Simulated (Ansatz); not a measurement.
# Worked example: a bond strength in CH2GeN (SMILES N#[C][GeH2])

CH2GeN has 5 atoms, charge 0, and is taken as a doublet. SMILES: `N#[C][GeH2]`. The shape was relaxed beforehand at wB97X-V/def2-SVP.

```xyz
5

N     1.5942   -1.0322    1.3038
C     0.8451   -0.5393    0.5671
Ge   -0.3174    0.2432   -0.7497
H    -1.6617   -0.4928   -0.6945
H    -0.4101    1.7478   -0.4680
```

Wanted: the dissociation energy of the Ge3–C2 bond into singlet GeH2 and doublet CN (shapes relaxed at wB97X-V/def2-SVP, no zero-point term). 1 Eh = 2625.50 kJ/mol = 27.2114 eV. Totals in Eh; open shells run unrestricted unless said.

| level | program | CH2GeN | singlet GeH2 | doublet CN |
| --- | --- | --- | --- | --- |
| UPBE/def2-TZVPP | Ansatz | -2170.605399 | -2077.822184 | -92.642427 |
| U-r2SCAN/def2-TZVPP | Ansatz | -2170.972272 | -2078.126460 | -92.697649 |
| UPBE0-D4/def2-TZVPP | Ansatz | -2170.660750 | -2077.876634 | -92.633958 |

Q: Work out the dissociation energy at each level.

A: 
1. UPBE/def2-TZVPP: (-2077.822184) + (-92.642427) − (-2170.605399) = 0.140788 Eh = 369.6 kJ/mol = 3.83 eV.
2. U-r2SCAN/def2-TZVPP: (-2078.126460) + (-92.697649) − (-2170.972272) = 0.148163 Eh = 389.0 kJ/mol = 4.03 eV.
3. UPBE0-D4/def2-TZVPP: (-2077.876634) + (-92.633958) − (-2170.660750) = 0.150158 Eh = 394.2 kJ/mol = 4.09 eV.

The levels span 370 to 394 kJ/mol; no measured value is set beside them. A fragment with an even electron count was run as a singlet and may have a lower triplet. A bond enthalpy at 298 K also holds the loss of zero-point energy and thermal terms.
